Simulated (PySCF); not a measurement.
Compound: C8H14P (charge +1).
Numbering: `[CH3:1][CH2:2][C:3]1=[CH:4][C:5]([CH3:6])=[CH:7][P@H+:8]1[CH3:9]`

NICS is the negative of the GIAO shielding at a point without a nucleus: at the ring centre (0) and 1 Å above and below it (1); zz is the component along the ring normal. Level: GIAO PBE0/pcSseg-1 (PySCF, non-relativistic, gas phase) on the GFN2-xTB geometry, one conformer.

Ring bond lengths (Å), with Mayer bond orders in brackets: C3–C4 1.345 (1.77), C4–C5 1.468 (1.02), C5–C7 1.353 (1.72), C7–P8 1.779 (1.00), P8–C3 1.811 (0.92).

Problem. What do the NICS probes read (ppm)?

Solution. 
| ring | type | NICS(0) | NICS(1), two faces | NICS(1)zz, two faces | rms pucker (Å) | centre to ring atoms, mean (Å) |
| --- | --- | --- | --- | --- | --- | --- |
| C3–C4–C5–C7–P8 | 5-membered ring with P; formal bonds 2 double, 3 single | 0.1 | -2.6 / -2.8 | 1.6 / 1.6 | 0.01 | 1.32 |

Problem. What do they say, and how far can they be read as aromaticity?

Solution. 
- C3–C4–C5–C7–P8: mean NICS(1)zz 1.6 ppm, near zero. P8 has four or more neighbours, so the value isn't read as a sign of a π ring current.

Problem. What is the mean of the two in-plane components of NICS at the first NICS(1) probe listed for ring C3–C4–C5–C7–P8, 1 Å off the ring?

Solution. The isotropic value is a third of the trace: (3 × -2.6 − (1.6))/2 = -4.7 ppm.

Hardware: one thread, Intel Xeon Platinum 8488C (x86_64), no GPU, shared host with 96 logical CPUs at a one-minute load of 59. Cost: 76 s wall, 1.1 GiB resident at most. This is the whole shielding run at PBE0/pcSseg-1, SCF included.

Conformer computed: `[CH3:1][CH2:2][C:3]1=[CH:4][C:5]([CH3:6])=[CH:7][P@H+:8]1[CH3:9]`: C1–C2–C3–C4 138°.
